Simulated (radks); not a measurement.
Species: Gd XIX. Configuration: [Kr] 4d10 (the NIST ground configuration). Method: Dirac Kohn-Sham, PBE, spin-unpolarised, spherical densities, point nucleus; computed with a radial shooting solver on a logarithmic mesh with Libxc functionals.

Normalised radial functions P(r) = r R(r) (large component), r in bohr:

r,3d5/2,4p1/2,4d5/2
0.002114,0.0001,0.0206,0.0001
0.002384,0.0001,0.0239,0.0001
0.002709,0.0002,0.0282,0.0001
0.003055,0.0003,0.0331,0.0002
0.003472,0.0004,0.0392,0.0002
0.003914,0.0006,0.0461,0.0003
0.004449,0.0009,0.0548,0.0005
0.005016,0.0013,0.0646,0.0007
0.005701,0.0019,0.0770,0.0010
0.006428,0.0026,0.0908,0.0014
0.007306,0.0037,0.1083,0.0020
0.008237,0.0052,0.1277,0.0028
0.009362,0.0075,0.1519,0.0040
0.01056,0.0104,0.1782,0.0055
0.0119,0.0144,0.2086,0.0076
0.01353,0.0204,0.2456,0.0108
0.01525,0.0281,0.2846,0.0149
0.01733,0.0394,0.3309,0.0208
0.01954,0.0537,0.3780,0.0284
0.02221,0.0744,0.4311,0.0393
0.02504,0.1003,0.4819,0.0529
0.02846,0.1369,0.5346,0.0721
0.03209,0.1819,0.5790,0.0956
0.03648,0.2439,0.6161,0.1280
0.04113,0.3180,0.6359,0.1664
0.04674,0.4171,0.6339,0.2174
0.0527,0.5313,0.6035,0.2757
0.0599,0.6777,0.5338,0.3494
0.06753,0.8385,0.4284,0.4288
0.07676,1.0336,0.2709,0.5224
0.08654,1.2341,0.0837,0.6147
0.09836,1.4586,-0.1487,0.7110
0.1109,1.6675,-0.3811,0.7904
0.126,1.8724,-0.6187,0.8509
0.1421,2.0303,-0.8016,0.8714
0.1602,2.1374,-0.9144,0.8431
0.1821,2.1782,-0.9247,0.7457
0.2053,2.1362,-0.8096,0.5830
0.2334,2.0027,-0.5480,0.3324
0.2631,1.8017,-0.1887,0.0345
0.2991,1.5257,0.2740,-0.3276
0.3372,1.2353,0.7246,-0.6775
0.3832,0.9244,1.1517,-1.0203
0.4321,0.6588,1.4412,-1.2744
0.4911,0.4238,1.5869,-1.4382
0.5537,0.2578,1.5605,-1.4735
0.6293,0.1375,1.3833,-1.3876
0.7096,0.0687,1.1258,-1.2129
0.8064,0.0290,0.8171,-0.9649
0.9093,0.0113,0.5479,-0.7160
1.033,0.0036,0.3193,-0.4730
1.165,0.0010,0.1714,-0.2903
1.324,0.0002,0.0767,-0.1530
1.493,0.0000,0.0312,-0.0738
1.697,0.0000,0.0100,-0.0291
1.913,0.0000,0.0029,-0.0104

3d5/2: eigenvalue -1602.8 eV, 0 radial nodes, <r> = 0.222 bohr, 90 % of the charge inside 0.346 bohr. 4p1/2: eigenvalue -708.69 eV, 2 radial nodes at r = 0.0908, 0.278 bohr, <r> = 0.542 bohr, 90 % of the charge inside 0.781 bohr. 4d5/2: eigenvalue -547.13 eV, 1 radial node at r = 0.267 bohr, <r> = 0.586 bohr, 90 % of the charge inside 0.864 bohr.
